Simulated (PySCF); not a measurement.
H3NOZn, SMILES [OH][Zn][NH2]. Heavy atoms are numbered as in [Zn:1]([OH:2])[NH2:4]. Hydrogens are named by the atom that carries them.

Coordinates come from a B3LYP-D3(BJ)/def2-TZVP optimisation. Other conformers were not sampled.

Level of theory: PBE/def2-TZVPD (PySCF).

Mulliken values depend strongly on the basis, most of all with diffuse functions as here. ESP charges are fitted to the potential on shells at 1.4 to 2.0 van der Waals radii. Atomic charges (e), one atom of each kind:

```json
[
 {"atom": "Zn1", "IAO": "___", "ESP fit": "0.66", "Mulliken": "0.13"},
 {"atom": "O2 (OH)", "IAO": "-1.07", "ESP fit": "-0.62", "Mulliken": "-0.47"},
 {"atom": "H on O2", "IAO": "0.36", "ESP fit": "0.26", "Mulliken": "0.27"},
 {"atom": "N4 (NH2)", "IAO": "___", "ESP fit": "-0.76", "Mulliken": "-0.33"},
 {"atom": "H on N4", "IAO": "___", "ESP fit": "0.23", "Mulliken": "0.20"}
]
```

Q: What belongs in the gaps? (Estimate from the structure and the level; the computed values follow.)

A: 
- Zn1, IAO: 1.32
- N4 (NH2), IAO: -1.13
- H on N4, IAO: 0.26
